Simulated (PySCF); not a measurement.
# Al3H7N3O(+)

Al3H7N3O(+) is a small molecule (built as: end group OH2+), charge +1, singlet. The structure, one conformer, was relaxed in the gas phase by PBE0-D3(BJ)/def2-SVP. No frequency run checks that it is a minimum.

SMILES: [OH2+][Al]1[NH][AlH][NH][AlH][NH]1

```csv
atom,x (Å),y (Å),z (Å)
N1,-1.408,0.653,0.434
Al2,-0.857,1.935,-0.752
N3,0.735,1.523,-1.465
Al4,1.863,0.147,-1.241
N5,1.205,-1.059,-0.032
Al6,-0.343,-0.702,0.681
O7,-0.965,-2.001,1.913
H8,-2.304,0.805,0.888
H9,-1.733,3.204,-1.043
H10,1.072,2.217,-2.135
H11,3.249,-0.080,-1.942
H12,1.783,-1.873,0.161
H13,-1.810,-1.966,2.391
H14,-0.496,-2.815,2.157
```

Shieldings: GIAO PBE0/pcSseg-1. Shifts are against computed references at the same level: H TMS (σ 31.27 ppm). Core levels by delta-SCF with SCAN, pcX-2 on the ionised atom and pcseg-1 elsewhere, spin-free X2C (2p3/2 is the spin-free 2p value less a third of a first-order spin-orbit splitting); from the vacuum level, for chosen atoms.

Give the NMR and core-level values of the distinct atoms.


```tsv
atoms	bonded to	σ (ppm)	δ (ppm)	core level (eV)
N1 N5	2 Al + 1 H	236.0	-	1s 407.58
Al2 Al4	2 N + 1 H	387.3	-	2p3/2 83.47
N3	2 Al + 1 H	204.6	-	1s 406.73
Al6	2 N + 1 O	430.9	-	2p3/2 85.48
O7	1 Al + 2 H	304.4	-	1s 547.29
H8 H12	1 N	30.03	1.24	-
H9 H11	1 Al	26.46	4.81	-
H10	1 N	29.13	2.14	-
H13 H14	1 O	26.51	4.76	-
```

Values are those of this one static structure; atoms that internal rotation interchanges would show their mean in an NMR spectrum.

By CAM-B3LYP/def2-SVPD (TDDFT singlets, Tamm-Dancoff triplets, ionisation by delta-SCF), where does absorption start, and what does vertical ionisation take?

The first singlet with intensity lies at 5.33 eV (f 0.007); what lies below it is dark. The lowest singlet lies at 5.28 eV (f 0.000), the strongest of the first 6 at 6.40 eV (f 0.075), the lowest triplet at 5.04 eV; vertical ionisation takes 13.06 eV.
